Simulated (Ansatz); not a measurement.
LaCl₃ (the lowest singlet isomer of a short search) was relaxed with PBE0-D4 (def2-SVP) in Ansatz in these states: charge +1 doublet, neutral quintet, neutral singlet, neutral triplet. The geometries follow in no particular order.

In the def2 sets La takes a core potential; there is no spin–orbit coupling.

A:

```xyz
4

La   -0.215    0.057    0.171
Cl   -0.704   -2.468   -0.220
Cl    1.721    0.689    1.789
Cl   -0.802    1.722   -1.740
```

B:

Cartesian coordinates in Å:
```
La -0.7647 0.5964 -0.4993
Cl 0.7992 0.2361 -2.4262
Cl -0.6798 -1.5402 1.1351
Cl 0.6453 0.7078 1.7904
```

C:

```xyz
4

La    0.082    0.039    0.019
Cl    0.640    2.285   -1.295
Cl    1.618   -1.214    1.791
Cl   -2.340   -1.110   -0.515
```

D:

Cartesian coordinates in Å:
```
La -0.191 0.598 0.090
Cl 1.267 -1.735 1.072
Cl -0.196 3.362 -0.949
Cl -0.880 -2.225 -0.213
```

Question: Judge from the bond lengths which geometry belongs to which state (an estimate).

Answer: A is the neutral singlet (La1–Cl2 2.602 Å, La1–Cl3 2.602 Å, La1–Cl4 2.602 Å); B is the charge +1 doublet (La1–Cl2 2.508 Å, La1–Cl3 2.691 Å, La1–Cl4 2.691 Å); C is the neutral triplet (La1–Cl2 2.661 Å, La1–Cl3 2.660 Å, La1–Cl4 2.734 Å); D is the neutral quintet (La1–Cl2 2.921 Å, La1–Cl3 2.952 Å, La1–Cl4 2.922 Å).

At PBE0-D4/def2-TZVP a singlet lies 4.70 eV below the neutral triplet. At PBE0-D4/def2-TZVP a singlet lies 9.21 eV below the neutral quintet. In the charge 1 doublet, Cl3 and Cl4 lie 2.69 Å apart (atoms count from 1), so these atoms are partly bonded to each other. In the quintet, Cl2 and Cl4 lie 2.55 Å apart (atoms count from 1), so these atoms are partly bonded to each other. These are the stationary points nearest to one start from a short search; other shapes may lie lower in each state.
